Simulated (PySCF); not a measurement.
Ions at one geometry of [Hg(H2O)4]2+

PySCF 2.14.0, RKS PBE0, Hg def2-SVP with ECP60, O def2-SVP, H def2-SVP; non-relativistic Hamiltonian with scalar-relativistic core potentials where named; density fitting; no spin-orbit coupling; singlets restricted, open shells unrestricted. The geometry is relaxed for charge +2, singlet, vacuum:

```xyz
13

Hg    0.0000    0.0000    0.0000
O     1.3119    1.2672    1.3234
H     1.2495    1.3326    2.2905
H     2.1013    1.7606    1.0469
O    -1.3119   -1.3234    1.2672
H    -2.1012   -1.0469    1.7607
H    -1.2496   -2.2904    1.3327
O     1.3119   -1.2672   -1.3234
H     2.1013   -1.7606   -1.0469
H     1.2495   -1.3326   -2.2905
O    -1.3119    1.3234   -1.2672
H    -1.2496    2.2904   -1.3327
H    -2.1012    1.0469   -1.7607
```

Energies count from the relaxed state; an electron taken off or put on is at rest in vacuum. Charges and spins are Mulliken's.

```csv
state,energy (eV),spin squared,charge on Hg1 (e),spin on Hg1 (e),dipole about the centre of mass (D)
"charge +2, singlet, vacuum",0.00,0.00,1.05,0.00,0.00
"charge +3, doublet, vacuum",20.88,0.75,1.18,-0.01,0.00
```

**Question.** What does the state charge +1, doublet, vacuum give?

**Answer.** energy (eV) -10.02, spin squared 0.75, charge on Hg1 (e) 0.39, spin on Hg1 (e) 0.77, dipole about the centre of mass (D) 0.00.

With an electron taken off (doublet) the charges change, summed by element, by Hg +0.13 e, O +0.52 e, H +0.35 e. The vertical ionisation energy is 20.88 eV, against −ε(HOMO) = 18.88 eV of the relaxed state. The level lies 2.0 eV too high, as is usual for semilocal functionals and global hybrids, which keep a self-interaction error.

With an electron put on (doublet) the charges change, summed by element, by Hg -0.66 e, O +0.14 e, H -0.48 e. The vertical electron affinity is 10.02 eV, against −ε(LUMO) = 12.10 eV of the relaxed state.

Open shells may have lower solutions than those found.

No frequency check is given that shows the relaxed geometry to be a minimum.
